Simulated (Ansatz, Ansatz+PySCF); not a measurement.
```yaml
atoms:
  - { symbol: B, position_ang: [0.0000, 0.0000, 0.0000] }
  - { symbol: N, position_ang: [0.0000, 0.0000, 1.5400] }
```

Basis set: def2-SVP (spherical functions). Left uncorrelated: 2 orbitals. Charge 0, multiplicity 1.

Computed with Ansatz (development build ahead of 0.2.0); each method stands on the lowest determinant of its kind that the runs found. Restricted open shells among the atoms or ions are ROHF, correlated in semicanonical orbitals with singles.

The atomization energy at this shape (free ground-state atoms in the same class of orbitals less the molecule, no zero-point energy) of singlet BN:

```
 method  atomization energy
UHF-MP2      58.54 kcal/mol
RHF-MP2      19.16 kcal/mol
    UHF      36.24 kcal/mol
```

**Question.** What does RHF give?

**Answer.** -15.15 kcal/mol. Caution for UHF-MP2, RHF-MP2: bonds are stretched, where a single reference can fail. Caution for UHF-MP2, UHF: the unrestricted determinant is a mixture of spin states. Caution for RHF-MP2, RHF: an unrestricted determinant lies well below. Caution for RHF-MP2: other determinants can give a lower correlated total.
